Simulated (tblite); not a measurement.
Question: What does the GFN2-xTB structure of `CCCN1CCCC1` look like in three dimensions?

Answer: 
```
atom  x, y, z in Å
C1     3.3826    0.0534   -0.4224
C2     1.9863   -0.5439   -0.3016
C3     0.9152    0.5441   -0.2521
N4    -0.4150   -0.0151   -0.3101
C5    -0.8071   -0.7841    0.8670
C6    -2.3260   -0.5991    1.0164
C7    -2.7287    0.1744   -0.2406
C8    -1.4626    0.9594   -0.5531
H9     3.4671    0.6458   -1.3307
H10    3.5991    0.6983    0.4270
H11    4.1325   -0.7330   -0.4550
H12    1.7820   -1.1885   -1.1577
H13    1.9275   -1.1564    0.5997
H14    1.0603    1.1642    0.6550
H15    1.0329    1.1962   -1.1226
H16   -0.5413   -1.8326    0.7074
H17   -0.2824   -0.4347    1.7699
H18   -2.5499   -0.0104    1.9068
H19   -2.8492   -1.5498    1.0987
H20   -2.9364   -0.5162   -1.0572
H21   -3.5959    0.8135   -0.0862
H22   -1.3806    1.8378    0.1127
H23   -1.4152    1.3039   -1.5883
```

Any rigid rotation of these coordinates is as good. Atoms count from 1 in this order. N4 (tertiary amine nitrogen) is pyramidal (angles 114.8°, 114.3° and 107.2°, sum 336.2°, 0.42 Å off the plane of its three neighbours). Of the pairs four or more bonds apart, C5···H13 is among the closest relative to their van der Waals radii: 2.77 Å, 96 % of the sum of Bondi's values. The 5-membered ring N4–C5–C6–C7–C8 has internal angles of 102.2° to 107.2° (sum 522°, against 540° for a flat polygon); it is puckered, 0.18 Å rms from its mean plane, widest ring torsion 42°.

Bonds between heavy atoms (Å): C1–C2 1.523, C2–C3 1.528, C3–N4 1.444, N4–C5 1.460, C5–C6 1.537, C6–C7 1.530, C7–C8 1.522, N4–C8 1.451.

Structure optimised with GFN2-xTB, isolated species.

Point group: C1 (no symmetry element, even within 0.4 Å). Its GFN2-xTB frequencies are all real (lowest 45 cm⁻¹). One conformer, not necessarily the lowest (C1–C2–C3–N4 173°, C2–C3–N4–C5 68°, C3–N4–C5–C6 148°, N4–C5–C6–C7 6°, C5–C6–C7–C8 -29°, C6–C7–C8–N4 42°). 2 starts were optimised and ended at 0.00 and 0.10 kcal/mol (GFN2-xTB); the lowest of these is shown.

These are computed values.
